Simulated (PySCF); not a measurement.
Compound: C₆H₁₁O (charge +1).
Bonds: C1–C2, C2–C3, C3–C4, C4–O5 (triple), C3–C6, C6–C7. Hydrogens: H8, H9, H10 on C1; H11, H12 on C2; H13 on C3; H14, H15 on C6; H16, H17, H18 on C7.

Torsions of this conformer, `[CH3:1][CH2:2][CH:3]([C:4]#[O+:5])[CH2:6][CH3:7]`: C1–C2–C3–C4 -69°, C2–C3–C6–C7 -172°.

The closed-shell ground state was solved at several levels (PySCF, density fitting, gas phase, non-relativistic). One conformer (not necessarily the lowest) at the GFN2-xTB geometry, without solvent, vibrations or thermal averaging.

```tsv
level	basis functions	HOMO (eV)	LUMO (eV)	gap (eV)
PBE0/pcSseg-1	174	-14.45	-7.30	7.15
B3LYP/def2-SVPD	231	-14.21	-7.60	6.61
```

(1) Estimate the row for B3LYP/pcJ-1, a basis of 299 functions; the other rows only guide the guess.

(2) Over all these levels, which gives the widest orbital gap and which the narrowest?

Answers

(1) HOMO -14.23 eV, LUMO -7.58 eV, gap 6.65 eV.

(2) PBE0/pcSseg-1 (global hybrid, 25 % exact exchange) has the widest, 7.15 eV, and B3LYP/def2-SVPD (global hybrid, 20 % exact exchange) the narrowest, 6.61 eV. Functional and basis both differ between the two, so the spread mixes both effects.
